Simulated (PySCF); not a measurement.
A GIAO shielding run with PySCF (density fitting, non-relativistic, gas phase) on SMILES CCCS[SiH2]C(F)(F)F, C4H9F3SSi:

```
$ OMP_NUM_THREADS=1 python probes_run.py task.json out

{"job": {"kind": "nmr", "xc": "PBE0", "basis": "pcSseg-1"}, "charge": 0, "multiplicity": 1}
C      2.394005    -0.697795    -0.679213
C      1.868526     0.599408    -0.080012
C      1.195142     0.382887     1.264306
S     -0.257946    -0.737201     1.192698
Si    -1.616894     0.436810     0.078028
C     -3.297733    -0.514619     0.147433
F     -3.246184    -1.741643    -0.400491
F     -3.787875    -0.668574     1.389458
F     -4.241399     0.160517    -0.543343
H      2.865924    -0.508060    -1.639273
H      3.126838    -1.151479    -0.016479
H      1.581355    -1.404704    -0.824695
H      1.164531     1.071077    -0.769482
H      2.698159     1.294651     0.073690
H      0.859895     1.324415     1.695654
H      1.876599    -0.106447     1.958838
H     -1.324479     0.533482    -1.348609
H     -1.867223     1.733593     0.695556
```

Hardware: 1 thread of an Arm Neoverse N1, shared host. The job also computes population analyses, field gradients.

(1) How large is the calculation?

(2) How long does it take, and how much memory does it need?

Answers

(1) 90 electrons, 212 basis functions and 1147 auxiliary functions.

(2) 67 s of wall time, with 13 SCF cycles and 4 response iterations; peak memory 0.94 GiB. Times on a shared host scatter by some tens of per cent.
